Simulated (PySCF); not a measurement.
## How methods differ on the excitation energy of Ta²⁺

Ta²⁺ [Xe] 4f14 5d3 (4F) → Ta²⁺ [Xe] 4f14 5d2 6p1 (high-spin determinant), as a difference of total energies. All numbers are calculated (PySCF 2.14, a scalar-relativistic core potential, in aug-cc-pwCVDZ-PP with ECP60MDF (6s6p5d3f, 70 functions)). Correlated levels: valence: 5s2 5p6 frozen. The calculations carry no spin-orbit coupling.

| method | excitation energy (cm⁻¹) |
| --- | --- |
| UHF | 54299 |
| MP2 (valence) | 54902 |
| SCS-MP2 (valence) | 54500 |
| CCSD (valence) | 54041 |
| CCSD(T) (valence) | 53868 |

The coupled-cluster amplitudes are large for the upper state (T1 above 0.03 or a double amplitude above 0.15), so a single reference is strained.

The determinant of the upper state mixes LS terms, which raises its energy above the lowest term, most at the Hartree-Fock and MP2 levels.
